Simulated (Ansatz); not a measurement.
Isolated molecules relaxed with PBE0-D4/def2-TZVP in Ansatz; ΔE leaves out vibrations. CCSD(T)/CBS adds triple-zeta CCSD(T) − MP2 to the extrapolated MP2 energy (def2 sets, frozen cores). This one scheme is used for every species. DFT in def2-TZVPP. B3LYP here is the variant with VWN-RPA as its local correlation; programs differ in this. One conformer a species, not always the lowest.

Consider the cleavage of the Si–Si bond: `C[SiH](F)[SiH2]Cl` + `[OH][AlH2]` → `C[SiH](F)[O][AlH2]` + `[SiH3]Cl`.

CCSD(T)/CBS gives -150.2 kJ/mol.

(1) Another level gave -134.6 kJ/mol. Which?
A. B3LYP/def2-TZVPP
B. PBE0/def2-TZVPP
C. HF/def2-TZVPP
D. PBE-D4/def2-TZVPP

Largest T1 diagnostic among the species: 0.012.

Answers

(1) B. PBE0 -134.6, B3LYP -150.5, PBE-D4 -120.8, HF/def2-TZVPP -180.7 kJ/mol.

From PBE to PBE0 (25 % exact exchange), in def2-TZVPP and without D4, ΔE moves by −11.5 kJ/mol. The D4 term adds +3.7 kJ/mol with B3LYP and +2.2 kJ/mol with PBE0; it sums over pairs of atoms, weighted by their polarisabilities, and B3LYP, whose exchange is more repulsive, gets the larger term. In def2-TZVPP, CCSD(T) changes the Hartree–Fock value by +27.9 kJ/mol (the triples alone add +4.2 kJ/mol) and MP2 by +23.2 kJ/mol.
